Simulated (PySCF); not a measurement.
Correlation energy of I⁺ (iodine, charge +1)

[Kr] 4d10 5s2 5p4, high-spin 3P determinant. Calculation: PySCF 2.14, in cc-pVTZ-PP with ECP28MDF; scalar relativity through the core potential. Frozen: 4s2 4p6 4d10; 6 electrons correlated.

MP2 pair energies summed by pair of shells (mhartree):

| pair | energy | share (%) |
| --- | --- | --- |
| 5s-5p | -40.18 | 46.1 |
| 5p-5p | -40.13 | 46.1 |
| 5s-5s | -6.76 | 7.8 |

Total MP2 correlation energy: -87.07 mhartree.

Same-spin part -19.51 and opposite-spin part -67.57 mhartree; SCS-MP2 scales them by 1/3 and 6/5 to -87.58 mhartree.

```tsv
level	correlation energy (mhartree)
CCSD	-104.61
(T)	-2.82
CCSD(T)	-107.43
```

Diagnostics: T1 = 0.0074, D1 = 0.0229, largest double amplitude 0.051.

Cost of the coupled-cluster step: 0.54 s of wall time on 1 thread of Neoverse-N1 (shared host), for 6 correlated electrons.
